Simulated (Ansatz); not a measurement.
CrN, quartet: CASSCF and its corrections

Computed with Ansatz's Gaussian-basis code (development build). Basis def2-SVP, nonrelativistic, 10 orbitals frozen in the corrections. State-specific CASSCF; RHF is the lowest restricted (open-shell) Hartree–Fock solution met. Letters tell apart solutions met in one space. Small basis; these aren't basis-limit values. Solutions may break the symmetry of the shape. No proof that the lowest CASSCF solution was found. A CASSCF solution shown is a saddle point in the orbitals.

Geometry: bond length 3.1260 Å. A bond is stretched, to 1.49 times the sum of the covalent radii.

CASSCF less RHF, in eV, and natural occupations:

| CAS | CASSCF | occupations |
| --- | --- | --- |
| (9,9) a | -4.608 | 1.93, 1.06, 1.02, 1.02, 1.00, 0.98, 0.98, 0.93, 0.07 |
| (9,9) b | -1.936 | 2.00, 1.90, 1.01, 1.00, 1.00, 1.00, 0.99, 0.05, 0.05 |

(1) What totals less RHF do the corrections give on each solution?

(2) In CAS(9,9), is the solution lowest in CASSCF also lowest after SC-NEVPT2?

## Answers

(1) 

```tsv
CAS	SC-NEVPT2
(9,9) a	-7.612
(9,9) b	-4.954
```

(2) Yes: (9,9) a stays lowest, 2.66 eV under the next.
